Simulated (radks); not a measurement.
Values are calculated unless marked as measured or tabulated.
Coulomb parameter of the 4d shell of the molybdenum ion Mo3+ in the model configuration [Kr] 4d1.5 5s1.5, as a second difference U = [E(n + 0.5) + E(n - 0.5) - 2 E(n)] / (0.5)^2 with all orbitals relaxed. "Bare": the charge of the atom changes with n. "Screened": the 5s shell takes up the change at fixed total charge, which measures U(4d,4d) + U(5s,5s) - 2 U(4d,5s). Level of theory: scalar-relativistic Kohn-Sham, r2SCAN, spin-unpolarised, spherical densities, finite nucleus; meta-GGA in the generalised Kohn-Sham scheme; Fermi nuclear charge, rms radius 4.4091 fm (a radial shooting solver on a logarithmic mesh with Libxc functionals).

start: configuration [Kr] 4d1.5 5s1.5; E - E(n) (eV) 0.000
bare +0.5: configuration [Kr] 4d2 5s1.5; E - E(n) (eV) -17.294
bare -0.5: configuration [Kr] 4d1 5s1.5; E - E(n) (eV) 20.591
screened +0.5: configuration [Kr] 4d2 5s1; E - E(n) (eV) -4.142
screened -0.5: configuration [Kr] 4d1 5s2; E - E(n) (eV) 4.476

U(bare) = 13.188 eV, U(screened by 5s) = 1.337 eV, against the Slater integral F0(4d,4d) = 16.021 eV with frozen orbitals.
